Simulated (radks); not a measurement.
Q: Species: Cs15+. Configuration: [Kr] 4d4. Calculated with a radial shooting solver on a logarithmic mesh with Libxc functionals: scalar-relativistic Kohn-Sham, PBE, spin-polarised, spherical densities, finite nucleus; open shells are filled with parallel spins first (spin-orbit coupling, left out, can overturn this in heavy ions); Fermi nuclear charge, rms radius 4.8041 fm. Some entries of the table are withheld. Estimate them.

orbital,occ.,eigenvalue (hartree),<r^2> (bohr^2),<1/r> (bohr^-1)
1s up,1,-1328.080,0.0009252,59.39
1s down,1,-1328.079,0.0009251,59.39
2s up,1,-218.9324,0.01482,13.65
2s down,1,-218.8558,0.01482,13.65
2p up,3,-197.7061,0.01176,13.00
2p down,3,-197.6468,0.01176,13.01
3s up,1,-55.02488,0.1014,4.937
3s down,1,-54.98797,0.1013,4.938
3p up,3,-48.19586,0.1013,4.690
3p down,3,-48.15368,0.1012,4.691
3d up,5,(1),0.08699,4.449
3d down,5,(2),0.08688,4.449
4s up,1,-19.29018,0.4927,2.128
4s down,1,-19.04558,0.4930,2.129
4p up,3,-16.97406,0.5395,1.994
4p down,3,-16.73040,0.5408,1.993
4d up,4,-13.55945,0.6113,1.802
4d down,0,-13.32138,0.6152,1.799

A: 
(1) 3d up eigenvalue (hartree): -38.23475
(2) 3d down eigenvalue (hartree): -38.16906
